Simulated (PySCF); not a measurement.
# Pd⁺ (palladium, charge +1): r2SCAN calculation

Configuration: [Kr] 4d9, 2D determinant. Calculation: PySCF 2.14, in aug-cc-pwCVTZ-DK with one added diffuse shell each of s, p, d, f, g type (12s11p9d5f4g, 161 functions); scalar relativity by spin-free X2C-1e.

```json
{
  "Total energy": "-5044.82 hartree",
  "One-electron energy": "-6942.47 hartree",
  "Hartree (Coulomb) energy": "2042.78 hartree",
  "Exchange-correlation energy": "-145.14 hartree",
  "⟨S²⟩": "0.7616",
  "⟨L²⟩": "6.051",
  "Sum of ⟨r⟩": "28.89 bohr",
  "Sum of ⟨r²⟩": "35.72 bohr²",
  "Traceless quadrupole moment −½Σ⟨3z² − r²⟩ along its main axis": "-0.594 e·bohr²",
  "Langevin diamagnetic susceptibility": "-28.3 ×10⁻⁶ cm³/mol",
  "Time after the integrals": "9.8 s of wall time on 2 threads of Neoverse-V1 (shared host)"
}
```

```json
{"shell": "1s β", "electrons": "1", "mean orbital energy (hartree)": "-888.71114", "spread (hartree)": "0", "rms radius, mean of both spins (bohr)": "0.0366"}
{"shell": "1s α", "electrons": "1", "mean orbital energy (hartree)": "-888.71099", "spread (hartree)": "0", "rms radius, mean of both spins (bohr)": "0.0366"}
{"shell": "2s α", "electrons": "1", "mean orbital energy (hartree)": "-130.63898", "spread (hartree)": "0", "rms radius, mean of both spins (bohr)": "0.150"}
{"shell": "2s β", "electrons": "1", "mean orbital energy (hartree)": "-130.62998", "spread (hartree)": "0", "rms radius, mean of both spins (bohr)": "0.150"}
{"shell": "2p α", "electrons": "3", "mean orbital energy (hartree)": "-117.12472", "spread (hartree)": "0.01217", "rms radius, mean of both spins (bohr)": "0.133"}
{"shell": "2p β", "electrons": "3", "mean orbital energy (hartree)": "-117.11811", "spread (hartree)": "0.00463", "rms radius, mean of both spins (bohr)": "0.133"}
{"shell": "3s α", "electrons": "1", "mean orbital energy (hartree)": "-24.10842", "spread (hartree)": "0", "rms radius, mean of both spins (bohr)": "0.405"}
{"shell": "3s β", "electrons": "1", "mean orbital energy (hartree)": "-24.10618", "spread (hartree)": "0", "rms radius, mean of both spins (bohr)": "0.405"}
{"shell": "3p α", "electrons": "3", "mean orbital energy (hartree)": "-19.62025", "spread (hartree)": "0.02222", "rms radius, mean of both spins (bohr)": "0.407"}
{"shell": "3p β", "electrons": "3", "mean orbital energy (hartree)": "-19.61703", "spread (hartree)": "0.01967", "rms radius, mean of both spins (bohr)": "0.407"}
{"shell": "3d α", "electrons": "5", "mean orbital energy (hartree)": "-12.48584", "spread (hartree)": "0.02655", "rms radius, mean of both spins (bohr)": "0.391"}
{"shell": "3d β", "electrons": "5", "mean orbital energy (hartree)": "-12.47905", "spread (hartree)": "0.02138", "rms radius, mean of both spins (bohr)": "0.391"}
{"shell": "4s α", "electrons": "1", "mean orbital energy (hartree)": "-3.65286", "spread (hartree)": "0", "rms radius, mean of both spins (bohr)": "1.01"}
{"shell": "4s β", "electrons": "1", "mean orbital energy (hartree)": "-3.61356", "spread (hartree)": "0", "rms radius, mean of both spins (bohr)": "1.01"}
{"shell": "4p α", "electrons": "3", "mean orbital energy (hartree)": "-2.36958", "spread (hartree)": "0.05193", "rms radius, mean of both spins (bohr)": "1.12"}
{"shell": "4p β", "electrons": "3", "mean orbital energy (hartree)": "-2.32907", "spread (hartree)": "0.00702", "rms radius, mean of both spins (bohr)": "1.12"}
{"shell": "4d α", "electrons": "5", "mean orbital energy (hartree)": "-0.55696", "spread (hartree)": "0.06326", "rms radius, mean of both spins (bohr)": "1.60"}
{"shell": "4d β", "electrons": "4", "mean orbital energy (hartree)": "-0.52886", "spread (hartree)": "0.04192", "rms radius, mean of both spins (bohr)": "1.60"}
```

Densities and radii are taken from the X2C orbitals without a picture-change correction, which distorts them close to the nucleus.
